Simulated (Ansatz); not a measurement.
`[Cl][GaH2]` + `C=O` → `O=[CH][GaH2]` + HCl at 600 K and 1 bar (formal exchange of groups at a Ga–Cl bond).

Gas-phase electronic energies from Ansatz, PBE0-D4/def2-TZVP geometries. CCSD(T)/CBS adds triple-zeta CCSD(T) − MP2 to the extrapolated MP2 energy (def2 sets, frozen cores). This one scheme is used for every species. For Ga outer-core shells are correlated without core-valence functions, which leaves a few kJ/mol of doubt a bond. Scalar relativity is left out up to krypton.

```tsv
species	CCSD(T)/CBS energy (Eh)	H − E (kJ/mol)	S (J/(mol·K))
`[Cl][GaH2]`	-2384.95520	67.6	305.5
`C=O`	-114.39408	92.5	246.7
`O=[CH][GaH2]`	-2038.90941	120.3	358.6
HCl	-460.38127	35.4	207.2
```

H − E and S are ideal-gas, rigid-rotor, harmonic terms from PBE0-D4/def2-TZVP. 1 Eh = 2625.50 kJ/mol, R = 8.31446 J/(mol·K).

Question: By hand: ΔE, ΔH, ΔS and ΔG.

Answer: ΔE = (-2038.90941) + (-460.38127) − (-2384.95520) − (-114.39408) = 0.05860 Eh = 153.9 kJ/mol. Δ(H − E) = 120.3 + 35.4 − 67.6 − 92.5 = -4.4, so ΔH = 149.5 kJ/mol. ΔS = 358.6 + 207.2 − 305.5 − 246.7 = 13.6 J/(mol·K). ΔG = 149.5 − 600 × (13.6)/1000 = 141.3 kJ/mol.

Question: By hand: the equilibrium constant, and the temperature at which ΔG would vanish if ΔH and ΔS stayed fixed.

Answer: log₁₀ K = −ΔG/(RT ln 10) = -12.3. ΔG = 0 at ΔH/ΔS = 10993 K, far beyond where these terms or the molecules hold.

The number of gas molecules stays the same, so ΔS is small and ΔH decides. A doubt of 5 kJ/mol in ΔE shifts log₁₀ K by 0.4 here. These are equilibria of isolated gas molecules and say nothing of rates. Largest T1 diagnostic: 0.017 (customary marks: 0.02 for closed shells, 0.045 for open ones).
